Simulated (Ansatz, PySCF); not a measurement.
Scan of CH₃ (cation, charge +1), singlet: umbrella (inversion) coordinate, bond length relaxed. Scanned: angle between the C-H bonds and the threefold axis (90 = planar). Other coordinates (C-H bond length) were minimised at B3LYP/def2-TZVP.

RKS-PBE/aug-cc-pVQZ = restricted PBE/aug-cc-pVQZ (Ansatz, a program for electronic structure); CAM-B3LYP/def2-TZVP (PySCF); CCSD(T)/aug-cc-pVQZ = Ansatz with CCSD(T) on RHF/aug-cc-pVQZ, frozen core.

Energies relative to the lowest point of each profile, in kJ/mol; the last columns give the difference from CCSD(T):

```json
[
 {"a / °": "90", "RKS-PBE/aug-cc-pVQZ": "0.0", "CAM-B3LYP": "0.0", "CCSD(T)/aug-cc-pVQZ": "0.0", "RKS-PBE/aug-cc-pVQZ − CCSD(T)/aug-cc-pVQZ": "0.0", "CAM-B3LYP − CCSD(T)/aug-cc-pVQZ": "0.0"},
 {"a / °": "93.90", "RKS-PBE/aug-cc-pVQZ": "4.6", "CAM-B3LYP": "4.8", "CCSD(T)/aug-cc-pVQZ": "4.8", "RKS-PBE/aug-cc-pVQZ − CCSD(T)/aug-cc-pVQZ": "-0.2", "CAM-B3LYP − CCSD(T)/aug-cc-pVQZ": "0.0"},
 {"a / °": "96.90", "RKS-PBE/aug-cc-pVQZ": "14.4", "CAM-B3LYP": "15.0", "CCSD(T)/aug-cc-pVQZ": "15.0", "RKS-PBE/aug-cc-pVQZ − CCSD(T)/aug-cc-pVQZ": "-0.5", "CAM-B3LYP − CCSD(T)/aug-cc-pVQZ": "0.1"},
 {"a / °": "99.90", "RKS-PBE/aug-cc-pVQZ": "29.7", "CAM-B3LYP": "31.0", "CCSD(T)/aug-cc-pVQZ": "30.8", "RKS-PBE/aug-cc-pVQZ − CCSD(T)/aug-cc-pVQZ": "-1.1", "CAM-B3LYP − CCSD(T)/aug-cc-pVQZ": "0.2"},
 {"a / °": "102.90", "RKS-PBE/aug-cc-pVQZ": "50.5", "CAM-B3LYP": "52.7", "CCSD(T)/aug-cc-pVQZ": "52.3", "RKS-PBE/aug-cc-pVQZ − CCSD(T)/aug-cc-pVQZ": "-1.9", "CAM-B3LYP − CCSD(T)/aug-cc-pVQZ": "0.3"},
 {"a / °": "105.90", "RKS-PBE/aug-cc-pVQZ": "76.8", "CAM-B3LYP": "80.1", "CCSD(T)/aug-cc-pVQZ": "79.6", "RKS-PBE/aug-cc-pVQZ − CCSD(T)/aug-cc-pVQZ": "-2.8", "CAM-B3LYP − CCSD(T)/aug-cc-pVQZ": "0.6"},
 {"a / °": "108.90", "RKS-PBE/aug-cc-pVQZ": "108.7", "CAM-B3LYP": "113.5", "CCSD(T)/aug-cc-pVQZ": "112.6", "RKS-PBE/aug-cc-pVQZ − CCSD(T)/aug-cc-pVQZ": "-4.0", "CAM-B3LYP − CCSD(T)/aug-cc-pVQZ": "0.8"},
 {"a / °": "111.90", "RKS-PBE/aug-cc-pVQZ": "146.2", "CAM-B3LYP": "152.7", "CCSD(T)/aug-cc-pVQZ": "151.5", "RKS-PBE/aug-cc-pVQZ − CCSD(T)/aug-cc-pVQZ": "-5.2", "CAM-B3LYP − CCSD(T)/aug-cc-pVQZ": "1.2"},
 {"a / °": "114.90", "RKS-PBE/aug-cc-pVQZ": "189.6", "CAM-B3LYP": "198.0", "CCSD(T)/aug-cc-pVQZ": "196.2", "RKS-PBE/aug-cc-pVQZ − CCSD(T)/aug-cc-pVQZ": "-6.7", "CAM-B3LYP − CCSD(T)/aug-cc-pVQZ": "1.7"},
 {"a / °": "117.90", "RKS-PBE/aug-cc-pVQZ": "238.8", "CAM-B3LYP": "249.4", "CCSD(T)/aug-cc-pVQZ": "247.0", "RKS-PBE/aug-cc-pVQZ − CCSD(T)/aug-cc-pVQZ": "-8.2", "CAM-B3LYP − CCSD(T)/aug-cc-pVQZ": "2.4"},
 {"a / °": "120.90", "RKS-PBE/aug-cc-pVQZ": "294.2", "CAM-B3LYP": "307.3", "CCSD(T)/aug-cc-pVQZ": "304.0", "RKS-PBE/aug-cc-pVQZ − CCSD(T)/aug-cc-pVQZ": "-9.8", "CAM-B3LYP − CCSD(T)/aug-cc-pVQZ": "3.3"},
 {"a / °": "123.90", "RKS-PBE/aug-cc-pVQZ": "355.9", "CAM-B3LYP": "371.8", "CCSD(T)/aug-cc-pVQZ": "367.4", "RKS-PBE/aug-cc-pVQZ − CCSD(T)/aug-cc-pVQZ": "-11.5", "CAM-B3LYP − CCSD(T)/aug-cc-pVQZ": "4.5"},
 {"a / °": "126.90", "RKS-PBE/aug-cc-pVQZ": "424.3", "CAM-B3LYP": "443.4", "CCSD(T)/aug-cc-pVQZ": "437.4", "RKS-PBE/aug-cc-pVQZ − CCSD(T)/aug-cc-pVQZ": "-13.1", "CAM-B3LYP − CCSD(T)/aug-cc-pVQZ": "6.0"},
 {"a / °": "129.90", "RKS-PBE/aug-cc-pVQZ": "499.8", "CAM-B3LYP": "522.4", "CCSD(T)/aug-cc-pVQZ": "514.2", "RKS-PBE/aug-cc-pVQZ − CCSD(T)/aug-cc-pVQZ": "-14.4", "CAM-B3LYP − CCSD(T)/aug-cc-pVQZ": "8.2"},
 {"a / °": "132", "RKS-PBE/aug-cc-pVQZ": "557.2", "CAM-B3LYP": "582.5", "CCSD(T)/aug-cc-pVQZ": "572.3", "RKS-PBE/aug-cc-pVQZ − CCSD(T)/aug-cc-pVQZ": "-15.0", "CAM-B3LYP − CCSD(T)/aug-cc-pVQZ": "10.3"}
]
```

RKS-PBE/aug-cc-pVQZ is furthest from CCSD(T)/aug-cc-pVQZ at 132 (-15.0 kJ/mol, below); its mean absolute difference over the points is 6.3 kJ/mol.

CAM-B3LYP is furthest from CCSD(T)/aug-cc-pVQZ at 132 (10.3 kJ/mol, above); its mean absolute difference over the points is 2.6 kJ/mol.
